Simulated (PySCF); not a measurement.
C₄H₃O (SMILES [c]1ccoc1), doublet, geometry from GFN2-xTB; DF-BHANDHLYP/STO-3G (PySCF).

Input for PySCF:
```python
from pyscf import gto, scf, dft

mol = gto.M(
    atom='''
O     0.00320980    0.03712410    1.10077705
C    -0.00470459    1.13278412    0.30613156
C     0.00607725   -1.03890390    0.29073263
C    -0.00668530    0.73246643   -0.98335742
C     0.00019942   -0.67268721   -1.02298200
H    -0.00805670    2.09460371    0.77436666
H     0.01233026   -2.00397519    0.75783522
H     0.00072736   -1.30957797   -1.88156691
''',
    basis='sto-3g',
    spin=1,
    verbose=4,
)

mf = dft.UKS(mol)
mf.xc = 'bhandhlyp'
mf = mf.density_fit(auxbasis='def2-universal-jkfit')
mf.kernel()
```

What the program printed (banner, timings and long lists left out):

```
PySCF version 2.14.0

[INPUT] verbose = 4
[INPUT] num. atoms = 8
[INPUT] num. electrons = 35
[INPUT] charge = 0
[INPUT] spin (= nelec alpha-beta = 2S) = 1
[INPUT] symmetry False subgroup None
[INPUT] Mole.unit = angstrom
[INPUT] Symbol           X                Y                Z      unit          X                Y                Z       unit  Magmom
[INPUT]  1 O      0.003209800000   0.037124100000   1.100777050000 AA    0.006065642915   0.070154381621   2.080167148707 Bohr   0.0
[INPUT]  2 C     -0.004704590000   1.132784120000   0.306131560000 AA   -0.008890386628   2.140651745056   0.578504806486 Bohr   0.0
[INPUT]  3 C      0.006077250000  -1.038903900000   0.290732630000 AA    0.011484338091  -1.963243840743   0.549405046175 Bohr   0.0
[INPUT]  4 C     -0.006685300000   0.732466430000  -0.983357420000 AA   -0.012633386061   1.384160948138  -1.858276206359 Bohr   0.0
[INPUT]  5 C      0.000199420000  -0.672687210000  -1.022982000000 AA    0.000376849184  -1.271194594398  -1.933155810360 Bohr   0.0
[INPUT]  6 H     -0.008056700000   2.094603710000   0.774366660000 AA   -0.015224956468   3.958227351398   1.463340907394 Bohr   0.0
[INPUT]  7 H      0.012330260000  -2.003975190000   0.757835220000 AA    0.023300814445  -3.786964269523   1.432101013350 Bohr   0.0
[INPUT]  8 H      0.000727360000  -1.309577970000  -1.881566910000 AA    0.001374511194  -2.474743702064  -3.555646144944 Bohr   0.0

nuclear repulsion = 153.517578692494
number of shells = 18
number of NR pGTOs = 84
number of NR cGTOs = 28
basis = sto-3g
ecp = {}

******** <class 'pyscf.df.df_jk.DFUKS'> ********
method = DFUKS
initial guess = minao
damping factor = 0
level_shift factor = 0
DIIS = <class 'pyscf.scf.diis.CDIIS'>
diis_start_cycle = 1
diis_space = 8
diis_damp = 0
SCF conv_tol = 1e-09
SCF conv_tol_grad = None
SCF max_cycles = 50
direct_scf = False
number electrons alpha = 18  beta = 17
XC library pyscf.dft.libxc version 7.1.2
    S. Lehtola, C. Steigemann, M. J. T. Oliveira, and M. A. L. Marques,  SoftwareX 7, 1–5 (2018)
XC functionals = bhandhlyp
    A. D. Becke,  J. Chem. Phys. 98, 1372 (1993)
    Defined through Gaussian implementation.
radial grids:
    Treutler-Ahlrichs [JCP 102, 346 (1995); DOI:10.1063/1.469408] (M4) radial grids

becke partition: Becke, JCP 88, 2547 (1988); DOI:10.1063/1.454033
pruning grids: <function nwchem_prune>
grids dens level: 3
symmetrized grids: False
atomic radii adjust function: <function treutler_atomic_radii_adjust>
small_rho_cutoff = 0
Set gradient conv threshold to 3.16228e-05
tot grids = 99984
******** <class 'pyscf.df.df.DF'> ********
auxbasis = def2-universal-jkfit
init E= -227.626201439898

cycle= 1 E= -226.22821368154  delta_E=  1.4  |g|= 0.23  |ddm|= 2.97
cycle= 2 E= -226.253252690263  delta_E= -0.025  |g|= 0.187  |ddm|= 0.523
cycle= 3 E= -226.272580891495  delta_E= -0.0193  |g|= 0.0272  |ddm|= 0.225
cycle= 4 E= -226.273249723764  delta_E= -0.000669  |g|= 0.0207  |ddm|= 0.0697
cycle= 5 E= -226.273601448691  delta_E= -0.000352  |g|= 0.00604  |ddm|= 0.031
cycle= 6 E= -226.273745470655  delta_E= -0.000144  |g|= 0.00384  |ddm|= 0.0262
cycle= 7 E= -226.273832166616  delta_E= -8.67e-05  |g|= 0.00278  |ddm|= 0.024
cycle= 8 E= -226.273881803018  delta_E= -4.96e-05  |g|= 0.00161  |ddm|= 0.0216
cycle= 9 E= -226.27390422889  delta_E= -2.24e-05  |g|= 0.000787  |ddm|= 0.0189
cycle= 10 E= -226.273908482903  delta_E= -4.25e-06  |g|= 0.000448  |ddm|= 0.00762
cycle= 11 E= -226.273909551394  delta_E= -1.07e-06  |g|= 0.000197  |ddm|= 0.00384
cycle= 12 E= -226.273909730342  delta_E= -1.79e-07  |g|= 5.93e-05  |ddm|= 0.00167
cycle= 13 E= -226.273909738823  delta_E= -8.48e-09  |g|= 3.2e-05  |ddm|= 0.000318
cycle= 14 E= -226.273909739722  delta_E= -8.99e-10  |g|= 1.15e-05  |ddm|= 7.13e-05
Extra cycle  E= -226.273909739786  delta_E= -6.39e-11  |g|= 1.07e-05  |ddm|= 2.81e-05
converged SCF energy = -226.273909739786  <S^2> = 0.77402609  2S+1 = 2.0238835
```
